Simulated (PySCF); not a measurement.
# C₆ coefficients of unlike pairs at UHF

Calculated with PySCF 2.14 from the dipole response of each species, C₆(A,B) = (3/π) ∫ α_A(iu) α_B(iu) du, in atomic units, from isotropic polarisabilities. For ions this is the dispersion term alone; charge-induced terms of lower order in 1/R come first.

| species | configuration | basis | relativity | α (bohr³) | C₆ (like pair) |
| --- | --- | --- | --- | --- | --- |
| Ge | [Ar] 3d10 4s2 4p2 (3P) | aug-cc-pV5Z-PP with ECP10MDF (8s7p6d4f3g2h) | core potential | 41.27 | 361.8 |
| Zr(3+) | [Kr] 4d1 (2D) | dyall-av2z (22s15p11d2f) | none | 5.217 | 21.71 |
| Cl+ | [Ne] 3s2 3p4 (3P) | aug-cc-pV(Q+d)Z (7s6p5d3f2g) | none | 8.564 | 40.39 |

Question: Estimate C₆ for Cl+ with Ge.

Answer: The integral gives 110.8. The combination rule 2 C_A C_B / (C_A α_B/α_A + C_B α_A/α_B) gives 108.4 and the geometric mean 120.9.

No spin-orbit coupling is included.

The other pairs:

```json
{"pair": "Cl+, Zr(3+)", "C₆": "28.91"}
{"pair": "Zr(3+), Ge", "C₆": "73.96"}
```
